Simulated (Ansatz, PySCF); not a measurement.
Molecule: HTe₂, net charge 0, doublet state. It need not be the lowest isomer of its formula. 
Structure (B3LYP-D3(BJ)/def2-TZVP (Ansatz, a quantum-chemistry and plane-wave program) minimum search):
```xyz
3

Te    -0.0218     0.0409    -1.3406
Te     0.0128    -0.0100     1.3114
H      0.4669    -1.6077     1.5147
```
Charge 0, spin multiplicity 2.

Dipole moments at this geometry, in debye (magnitudes).

| level | program | dipole (D) |
|---|---|---|
| HF/def2-TZVPD | PySCF | 0.48 |
| revPBE/def2-TZVPD | Ansatz | [?] |
| M06-L/def2-TZVPD | PySCF | 1.33 |
| r2SCAN/def2-TZVPD | PySCF | 1.17 |
| B97M-V/def2-TZVPD | Ansatz | 1.14 |
| B3LYP/def2-TZVPD | Ansatz | 1.14 |
| TPSSh/def2-TZVPD | PySCF | 1.15 |
| MN15/def2-TZVPD | PySCF | 0.90 |
| CAM-B3LYP/def2-TZVPD | Ansatz | 0.93 |
| CCSD(T)/def2-SVPD | Ansatz | [?] |

Question: Fill in the missing entries.

Answer: 
- revPBE/def2-TZVPD, dipole (D): 1.23
- CCSD(T)/def2-SVPD, dipole (D): 1.00
